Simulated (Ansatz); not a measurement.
Reactions of `C[NH][In]([CH3])[Cl]`.

Isolated molecules relaxed with PBE0-D4/def2-TZVP in Ansatz; ΔE leaves out vibrations. CCSD(T)/CBS adds triple-zeta CCSD(T) − MP2 to the extrapolated MP2 energy (def2 sets, frozen cores). This one scheme is used for every species. def2 core potentials past Kr. For Br, I, In, Se outer-core shells are correlated without core-valence functions, which leaves a few kJ/mol of doubt a bond. Scalar relativity is left out up to krypton. One conformer a species, not always the lowest.

| reaction | HF/CBS(def2) (kcal/mol) | CCSD(T)/CBS(def2) (kcal/mol) |
| --- | --- | --- |
| `C[NH][In]([CH3])[Cl]` + H₂Se → `[CH3][In]([Cl])[SeH]` + CH₃NH₂ | -27.6 | -24.3 |
| `C[NH][In]([CH3])[Cl]` + HBr → `[CH3][In]([Cl])[Br]` + CH₃NH₂ | -36.6 | -29.6 |
| `C[NH][In]([CH3])[Cl]` + `[AlH2][I]` → `[CH3][AlH][I]` + `[CH3][In]([NH2])[Cl]` | -19.7 | -22.1 |
| `C[NH][In]([CH3])[Cl]` + `N[Si](O)(O)O` → `CO[Si](N)(O)O` + `[CH3][In]([NH2])[Cl]` | 1.3 | 3.4 |
| `C[NH][In]([CH3])[Cl]` + H–F → `[CH3][In]([F])[Cl]` + CH₃NH₂ | -18.0 | -11.0 |

Largest T1 diagnostic: 0.014, for `[CH3][In]([F])[Cl]`.
